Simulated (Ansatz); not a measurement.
As₂S, relaxed as a singlet with RKS PBE0-D4/def2-TZVP in Ansatz, starting from the GFN2-xTB geometry. Force threshold 0.02 eV/Å.

The restricted singlet is unstable towards broken spin symmetry in Hartree–Fock (as tested in another run); at PBE0-D4/def2-TZVP this wasn't settled. Another isomer (triplet) lies 0.75 eV lower at PBE0-D4/def2-TZVP; other spin states weren't run for this one.

Start:

Cartesian coordinates in Å:
```
As -0.033 0.019 0.126
As 0.945 -1.853 0.142
S -0.912 1.833 -0.268
```

```
step   energy (eV)  largest force component (eV/Å)  SCF passes
   1  -132499.6432                           0.936          18
   2  -132499.6781                           0.258          25
   3  -132499.6880                           0.059          23
   4  -132499.6888                           0.006          23
```

Force components are those of the run's own axes.

End:

```tsv
atom	x (Å)	y (Å)	z (Å)
As1	-0.013	0.024	-0.001
As2	0.926	-1.838	0.202
S3	-0.913	1.814	-0.201
```

By distances, no bond broke or formed. The bond that changes most is As1–S3, from 2.05 to 2.01 Å (atoms count from 1).

No frequencies were taken in this run, so the end may be a saddle point.

It took 9 s on 4 threads of Arm Neoverse N1 on a shared host.
